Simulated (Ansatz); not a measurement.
Geometry optimisation, UKS PBE/def2-SVP in Ansatz.

Input:

```yaml
crystal:
  periodic: [false, false, false]
  atoms:
    - { symbol: Sn, position_ang: [-0.485402, 1.337159, 0.181129] }
    - { symbol: O, position_ang: [0.470578, -0.309608, -0.55787] }
    - { symbol: C, position_ang: [-0.280576, -1.47708, -0.802334] }
    - { symbol: H, position_ang: [-1.903666, 1.520884, -0.800186] }
    - { symbol: H, position_ang: [0.649303, 2.609562, -0.039296] }
    - { symbol: H, position_ang: [-0.910548, 1.072005, 1.838145] }
    - { symbol: H, position_ang: [1.893787, 0.144084, 1.153991] }
    - { symbol: H, position_ang: [2.011714, 0.599974, 1.681545] }
    - { symbol: H, position_ang: [-0.682189, -1.955723, 0.126133] }
    - { symbol: H, position_ang: [-1.147543, -1.316578, -1.490992] }
    - { symbol: H, position_ang: [0.384544, -2.224679, -1.290265] }
magnetization:
  spin_polarized: true
basis:
  gaussian: { orbitals: def2-SVP }
hamiltonian:
  xc: pbe
relax:
  f_tol: 0.03
  max_steps: 50
```

Launched with:

```bash
$ ansatz run input.yaml --threads 2 --pin off --max-ram 3072MiB --backend cpu --events-out ev --progress --plain --runs-dir out
```

Question: Where does it end, and by what steps?

Answer: It converged. The force dipped under the threshold on the way, but the program's further checks kept it going. After 33 steps the energy has fallen by 0.164 eV; H8 moved furthest, 1.91 Å.

```csv
step,energy less start (eV),largest force component (eV/Å),accepted
0,0.0000,2.026,yes
2,-0.1254,0.080,yes
4,-0.1301,0.058,yes
6,-0.1369,0.274,yes
8,-0.1444,0.139,yes
10,-0.1489,0.112,yes
12,-0.1510,0.076,yes
14,-0.1516,0.027,yes
16,-0.1538,0.134,yes
18,-0.1562,0.059,yes
20,-0.1564,0.168,no
22,-0.1595,0.071,yes
24,-0.1608,0.073,yes
26,-0.1618,0.156,no
28,-0.1626,0.112,yes
30,-0.1631,0.044,yes
32,-0.1636,0.016,yes
33,-0.1637,0.029,yes
```

```xyz
11
Properties=species:S:1:pos:R:3
Sn -0.988 1.535 0.080
O 0.284 -0.041 0.031
C -0.204 -1.309 -0.346
H -1.640 1.737 -1.513
H 0.034 2.828 0.571
H -2.234 1.175 1.230
H 2.494 -0.330 0.574
H 3.225 -0.525 0.734
H -1.003 -1.700 0.333
H -0.610 -1.339 -1.389
H 0.642 -2.031 -0.304
```

Time of the run: 77 s on 2 threads of Arm Neoverse V2, with other jobs on the host, peak memory 0.15 GiB.
